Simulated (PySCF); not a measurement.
## Core-level binding energies of (KNH2)2 ring

Compound: (KNH2)2 ring, H4K2N2.
Structure used (PBE0-D3(BJ)/def2-SVP), in Å, numbered top down from 1:
```xyz
8
H4K2N2 angstrom
K      0.1316   -0.1138    1.7728
N      0.2453   -1.9193   -0.1392
K     -0.1768    0.1084   -1.7708
N     -0.2466    1.9188    0.1384
H      1.1277   -2.4346   -0.2483
H     -0.4341   -2.6899   -0.1328
H      0.4610    2.6636    0.1257
H     -1.1080    2.4669    0.2541
```

Computed, not measured: delta-SCF UKS SCAN, pcX-2 on the ionised atom, pcseg-1 elsewhere, spin-free X2C (PySCF). These are vertical core ionisation energies against the vacuum level, from separate self-consistent calculations with and without the core hole.

**Question.** What binding energy does each computed site have?

**Answer.** 
```csv
atom(s),environment,level,binding energy (eV),count
N2/N4,nitrogen bonded to 2 K and 2 H,N 1s,400.91,2
```

**Question.** Which photon energy gives electrons from N 1s of N2 (atom 2)/N4 a kinetic energy of 100 eV, and what is their de Broglie wavelength?

**Answer.** hν = 400.91 + 100 = 500.91 eV, recoil neglected; λ = 12.264 Å/√(E/eV) = 1.23 Å.

**Question.** What is the longest wavelength that can ionise N 1s of N2/N4 vertically?

**Answer.** λ = hc/E = 12398.42 eV Å / 400.91 eV = 30.926 Å.

The first atom of each set that the bonding makes equivalent was ionised and stands for the set. No level of potassium is listed. The structure is a single PBE0-D3(BJ)/def2-SVP conformer in the gas phase; no vibrational or solvent corrections.
